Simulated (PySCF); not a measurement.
# C12H9F: Computed beside measured shifts

System: C12H9F (measured compound), SMILES Fc1ccc(-c2ccccc2)cc1.

Atom-mapped SMILES (hydrogens are numbered by the atom that bears them): [F:1][c:2]1[cH:3][cH:4][c:5](-[c:6]2[cH:7][cH:8][cH:9][cH:10][cH:11]2)[cH:12][cH:13]1

Level of theory: GIAO PBE0/pcSseg-1, IEF-PCM chloroform, PySCF SCF with an in-house response code, fitting set def2-universal-JFIT up to Ne and JKFIT beyond, grid level 2, non-relativistic, on the PBE0-D3(BJ)/def2-SVP geometry.

One optimised conformer. Values are averaged over the atoms that symmetry or fast rotation interchanges, on this one geometry and without vibrational averaging. Shifts are the reference shielding less the shielding here, at the same level (13C, 1H against isolated TMS; 19F against isolated CFCl3); nuclei without a reference have shieldings only.

Q: What shifts does this level give for F1, and how do they compare with measurement?

A: 
```
atom  nucleus  computed / ppm  measured / ppm  computed less measured  measured against  medium of the measurement
  F1      19F          -116.7          -116.4                    -0.3             CFCl3                 not stated
```

Computed 19F and 31P shifts carry an offset from the reference molecule (CFCl3 is hard for DFT, lone H3PO4 or PH3 isn't the 85 % acid), so differences between compounds are more accurate than the values.

Measured values: G. Saielli, R. Bini, A. Bagno, Computational 19F NMR. 2. Organic compounds, RSC Adv. 2014, ESI.
